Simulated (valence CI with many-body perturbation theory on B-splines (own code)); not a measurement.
# E1 line list for Pm²⁸⁺

Method: relativistic CI+MBPT: five valence electrons over a frozen Dirac-Fock core [Ar] 3d10, radial functions for each j: 9 s, 9 p, 8 d, 6 f, 3 g, 1 h, with the one-electron correlation potential Σ1, the two-electron term Σ2, the three-electron term Σ3, Breit, model QED; selected CI, second order for the rest (own B-spline code, finite nucleus).

No measured spectrum was set against this ion. As an estimate, large intervals hold to a few tenths of a per cent, small ones and those within an open d or f shell to about a per cent. Among the levels kept, up to 270 cm⁻¹ of a level comes from second order outside the variational space, and about a tenth of that is noise between levels of different J, which matters for small intervals.

Lines 51 to 100 of 191 in falling wavelength, among levels below 212.11 eV, chosen from the strongest by gf and those to the six lowest levels. Wavelengths and rates use the calculated energies. Electric multipoles are in the length gauge, E1 and E2 with the static RPA response of the core. Weak lines are less certain than strong ones. Lines between different terms over intervals too small for the method are left out, as are lines whose strength nearly cancels. The highest levels of a list are the least certain.

Levels are named by their leading jj configuration (3d3/2^4 stands for four electrons in 3d with j = 3/2), which in mixed levels can hold well under half, so a name can repeat and another be missing. Letters in brackets count levels of one name in rising energy.

```tsv
λ vac (Å)	Upper	Lower	A (s⁻¹)	S (a.u.) with core polarisation	S without
169.3	(4p1/2^2 4p3/2^3) J=3/2	(4s 4p1/2 4p3/2^3) J=5/2	1.92e+10	1.84e-01	1.98e-01
167.6	(4s 4p1/2^2 4p3/2^2) J=3/2	(4s^2 4p1/2 4p3/2^2) J=3/2	2.02e+09	1.88e-02	2.02e-02
166.2	(4s^2 4p1/2^2 4d3/2) J=3/2	(4s^2 4p1/2 4p3/2^2) J=1/2	7.31e+07	6.63e-04	7.08e-04
166.2	(4s 4p1/2^2 4p3/2 4d3/2) J=3/2 [a]	(4s 4p1/2 4p3/2^3) J=3/2 [a]	4.07e+08	3.69e-03	3.98e-03
165.9	(4s^2 4p1/2 4p3/2 4d3/2) J=1/2 [b]	(4s^2 4p3/2^3) J=3/2	3.16e+09	1.42e-02	1.53e-02
161.5	(4s 4p1/2^2 4p3/2^2) J=1/2	(4s^2 4p1/2 4p3/2^2) J=3/2	1.36e+08	5.66e-04	6.11e-04
159.6	(4s 4p1/2 4p3/2^3) J=3/2 [b]	(4s^2 4p3/2^3) J=3/2	4.48e+09	3.59e-02	3.87e-02
159.1	(4s 4p1/2^2 4p3/2 4d3/2) J=3/2 [b]	(4s 4p1/2 4p3/2^3) J=5/2	3.59e+08	2.85e-03	3.07e-03
158.8	(4p1/2^2 4p3/2^3) J=3/2	(4s 4p1/2 4p3/2^3) J=3/2 [a]	4.24e+09	3.35e-02	3.61e-02
155.6	(4s^2 4p1/2^2 4d3/2) J=3/2	(4s^2 4p1/2 4p3/2^2) J=5/2	3.51e+09	2.61e-02	2.81e-02
154.5	(4s 4p1/2^2 4p3/2 4d3/2) J=3/2 [a]	(4s^2 4p1/2^2 4d5/2) J=5/2	4.17e+08	3.04e-03	3.25e-03
154.4	(4s 4p1/2^2 4p3/2 4d3/2) J=5/2	(4s^2 4p1/2^2 4d5/2) J=5/2	1.31e+09	1.43e-02	1.53e-02
151.7	(4s 4p1/2^2 4p3/2 4d3/2) J=7/2	(4s^2 4p1/2^2 4d5/2) J=5/2	1.05e+09	1.44e-02	1.56e-02
150.4	(4s^2 4p1/2 4p3/2 4d5/2) J=5/2 [a]	(4s^2 4p3/2^3) J=3/2	9.95e+08	1.00e-02	1.08e-02
149.7	(4s 4p1/2^2 4p3/2 4d3/2) J=3/2 [b]	(4s 4p1/2 4p3/2^3) J=3/2 [a]	2.11e+09	1.40e-02	1.50e-02
148.6	(4s^2 4p1/2 4p3/2 4d5/2) J=3/2 [a]	(4s^2 4p3/2^3) J=3/2	4.80e+08	3.11e-03	3.35e-03
148.2	(4s^2 4p1/2^2 4d3/2) J=3/2	(4s^2 4p1/2 4p3/2^2) J=3/2	1.45e+09	9.30e-03	9.96e-03
142.5	(4s^2 4p1/2 4p3/2 4d3/2) J=5/2 [b]	(4s^2 4p3/2^3) J=3/2	1.34e+09	1.15e-02	1.24e-02
142.2	(4s^2 4p1/2 4p3/2 4d3/2) J=1/2 [c]	(4s^2 4p3/2^3) J=3/2	5.26e+07	1.49e-04	1.63e-04
141.6	(4s^2 4p1/2^2 4d5/2) J=5/2	(4s^2 4p1/2 4p3/2^2) J=5/2	3.17e+08	2.67e-03	2.86e-03
140.7	(4s 4p1/2 4p3/2^3) J=3/2 [a]	(4s^2 4p1/2 4p3/2^2) J=1/2	5.06e+08	2.78e-03	2.99e-03
140.7	(4s 4p1/2^2 4p3/2 4d3/2) J=3/2 [a]	(4s^2 4p1/2^2 4d3/2) J=3/2	2.22e+09	1.22e-02	1.31e-02
140.6	(4s 4p1/2^2 4p3/2 4d3/2) J=5/2	(4s^2 4p1/2^2 4d3/2) J=3/2	1.01e+09	8.29e-03	8.93e-03
140.3	(4s^2 4p1/2 4p3/2 4d5/2) J=3/2 [b]	(4s^2 4p3/2^3) J=3/2	3.70e+09	2.02e-02	2.17e-02
140.3	(4s 4p1/2^2 4p3/2 4d3/2) J=1/2	(4s^2 4p1/2^2 4d3/2) J=3/2	9.17e+08	2.50e-03	2.66e-03
140.2	(4s 4p1/2^2 4p3/2 4d3/2) J=3/2 [b]	(4s^2 4p1/2^2 4d5/2) J=5/2	1.19e+09	6.46e-03	6.95e-03
135.4	(4s^2 4p1/2^2 4d5/2) J=5/2	(4s^2 4p1/2 4p3/2^2) J=3/2	9.07e+08	6.67e-03	7.18e-03
135.4	(4p1/2^2 4p3/2^3) J=3/2	(4s^2 4p1/2^2 4d3/2) J=3/2	1.00e+09	4.90e-03	5.22e-03
133.0	(4s 4p1/2 4p3/2^3) J=3/2 [a]	(4s^2 4p1/2 4p3/2^2) J=5/2	1.96e+09	9.12e-03	9.81e-03
132.4	(4s^2 4p1/2 4p3/2 4d5/2) J=3/2 [c]	(4s^2 4p3/2^3) J=3/2	1.24e+09	5.67e-03	6.08e-03
132.4	(4s^2 4p1/2 4p3/2 4d5/2) J=5/2 [b]	(4s^2 4p3/2^3) J=3/2	6.51e+08	4.47e-03	4.79e-03
132.0	(4s 4p1/2^2 4p3/2^2) J=5/2	(4s^2 4p1/2^2 4p3/2) J=3/2	7.96e+09	5.42e-02	5.83e-02
128.7	(4s 4p1/2^2 4p3/2 4d3/2) J=3/2 [b]	(4s^2 4p1/2^2 4d3/2) J=3/2	2.09e+10	8.80e-02	9.45e-02
128.6	(4s^2 4p1/2 4p3/2 4d5/2) J=1/2	(4s^2 4p3/2^3) J=3/2	1.32e+09	2.77e-03	2.99e-03
128.2	(4s^2 4p1/2 4p3/2 4d3/2) J=1/2 [a]	(4s^2 4p1/2 4p3/2^2) J=1/2	7.85e+09	1.63e-02	1.76e-02
128.2	(4s^2 4p1/2 4p3/2 4d3/2) J=3/2	(4s^2 4p1/2 4p3/2^2) J=1/2	1.36e+09	5.67e-03	6.14e-03
127.6	(4s 4p1/2 4p3/2^3) J=3/2 [a]	(4s^2 4p1/2 4p3/2^2) J=3/2	3.05e+10	1.25e-01	1.35e-01
126.7	(4s 4p1/2^2 4p3/2 4d3/2) J=3/2 [a]	(4s 4p1/2^2 4p3/2^2) J=3/2	4.22e+09	1.70e-02	1.82e-02
126.4	(4s 4p1/2 4p3/2^3) J=5/2	(4s^2 4p1/2 4p3/2^2) J=5/2	1.87e+10	1.12e-01	1.21e-01
126.4	(4s 4p1/2^2 4p3/2 4d3/2) J=1/2	(4s 4p1/2^2 4p3/2^2) J=3/2	2.63e+09	5.23e-03	5.58e-03
125.9	(4p1/2^2 4p3/2^3) J=3/2	(4s 4p1/2^2 4p3/2^2) J=1/2	3.65e+09	1.44e-02	1.54e-02
122.4	(4p1/2^2 4p3/2^3) J=3/2	(4s 4p1/2^2 4p3/2^2) J=3/2	2.46e+10	8.93e-02	9.60e-02
121.8	(4s^2 4p1/2 4p3/2 4d3/2) J=3/2	(4s^2 4p1/2 4p3/2^2) J=5/2	1.54e+10	5.50e-02	5.92e-02
121.5	(4s 4p1/2 4p3/2^3) J=5/2	(4s^2 4p1/2 4p3/2^2) J=3/2	5.44e+08	2.89e-03	3.11e-03
121.0	(4s 4p3/2^4) J=1/2	(4s^2 4p3/2^3) J=3/2	5.81e+10	1.02e-01	1.09e-01
120.7	(4s 4p1/2^2 4p3/2^2) J=3/2	(4s^2 4p1/2^2 4p3/2) J=3/2	2.97e+10	1.03e-01	1.11e-01
119.1	(4s^2 4p1/2 4p3/2 4d3/2) J=1/2 [b]	(4s^2 4p1/2 4p3/2^2) J=1/2	2.02e+10	3.37e-02	3.63e-02
118.3	(4s^2 4p1/2 4p3/2 4d3/2) J=5/2 [a]	(4s^2 4p1/2 4p3/2^2) J=5/2	6.29e+09	3.08e-02	3.30e-02
117.5	(4s 4p1/2^2 4p3/2^2) J=1/2	(4s^2 4p1/2^2 4p3/2) J=3/2	5.34e+10	8.55e-02	9.16e-02
117.2	(4s^2 4p1/2 4p3/2 4d3/2) J=1/2 [a]	(4s^2 4p1/2 4p3/2^2) J=3/2	2.08e+10	3.31e-02	3.56e-02
```
